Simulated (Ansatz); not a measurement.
A series at Hf: from `[OH][Hf]([OH])([OH])[OH]`, ligands are replaced one by one, each step taking up H–F and setting free H₂O; n counts the steps. Ansatz, PBE0-D4/def2-TZVP geometries. Each molecule was computed in one conformer, which needn't be the lowest.

| n | molecule | HOMO energy, ωB97M-V/def2-TZVPP (eV) |
| --- | --- | --- |
| 0 | `[OH][Hf]([OH])([OH])[OH]` | -10.99 |
| 1 | `[OH][Hf]([OH])([OH])[F]` | -11.44 |
| 2 | `[OH][Hf]([OH])([F])[F]` | -12.03 |
| 3 | `[OH][Hf]([F])([F])[F]` | ? |
| 4 | `[F][Hf]([F])([F])[F]` | -14.69 |

**Question.** By hand: fit a straight line y = ȳ + b (n − n̄) to the 4 given rows and predict n = 3.

**Answer.** n̄ = 1.750, ȳ = -12.287; Σ(n − n̄)(y − ȳ) = -8.247, Σ(n − n̄)² = 8.750, so b = -0.943 eV a step. Prediction: -12.287 + (-0.943) × (1.250) = -13.47 eV.

**Question.** By hand: compare with the computed value, -12.73 eV, and give the steps along the whole series.

**Answer.** The line misses by 0.74 eV (computed minus predicted). Steps: -0.45, -0.59, -0.70, -1.96 eV.

The steps grow at each stage, from -0.45 to -1.96 eV, so the series is curved. The highest orbital can change its character along such a series. The miss is 20.0 % of the series' range.
